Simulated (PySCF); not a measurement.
# Polarisability and C₆ of Co⁺ (cobalt, charge +1)

[Ar] 3d8, high-spin 3F determinant. All numbers are calculated (PySCF 2.14, scalar relativity by spin-free X2C-1e, in ANO-RCC-VTZP). Coupled (time-dependent) response in atomic units; α is the mean over directions. The basis has no added diffuse functions, which lowers α and C₆.

| method | mean α (bohr³) | C₆ (like pair) | S(−4) |
| --- | --- | --- | --- |
| wB97X | 7.890 | 22.25 | 100.4 |

S(−4) is the Cauchy moment in α(ω) = α(0) + S(−4) ω² + …

α(iu) at wB97X:

```csv
u (hartree),α(iu) (bohr³)
0,7.890
0.0500,7.650
0.100,7.044
0.200,5.568
0.300,4.430
0.500,3.195
0.750,2.506
1.00,2.124
1.50,1.637
2.00,1.294
3.00,0.8348
5.00,0.4034
```

A single London oscillator, α(iu) = α/(1 + u²/ω²), gives C₆ = (3/4) ω α². Matching the computed C₆ needs ω = 4 × 22.25 / (3 × 7.890²) = 0.477 hartree.

For an ion, C₆ is the dispersion term alone; charge-induced terms of lower order in 1/R come first.
